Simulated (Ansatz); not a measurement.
System: TaH5 (charge +1, doublet). The spin state was set by rule; other spins were not relaxed. 
Structure (B3LYP-D3(BJ)/def2-TZVP (Ansatz, a first-principles code) minimum search):
```
Ta
H 1 1.7341
H 1 1.7451 2 106.36
H 1 1.7451 2 106.36 3 121.53
H 2 1.8458 1 68.26 3 119.24
H 5 0.8031 2 132.73 1 0.00
```
Charge +1, spin multiplicity 2.

Parts of the frozen-core correlation energy in def2-SVP (Ansatz, hartree). Frozen orbitals: 4; correlated occupied orbitals by spin: 5 and 4; virtual: 48 and 49. Open shells are spin-unrestricted. No spin-orbit coupling. In def2 rows, elements after Kr have scalar-relativistic effective core potentials.

| term | value |
|---|---|
| reference (HF) | -58.88400 |
| MP2 opposite-spin | … |
| MP2 same-spin | … |
| CCSD correlation | … |
| (T) | -0.00391 |
| CCSDT minus CCSD(T) | -0.00086 |
| T1 diagnostic | 0.027 |
| largest doubles amplitude | 0.033 |
| <S^2> of the reference | 0.763 |

Question: Fill in the missing entries.

Answer: 
- MP2 opposite-spin, value: -0.11996
- MP2 same-spin, value: -0.01841
- CCSD correlation, value: -0.17261
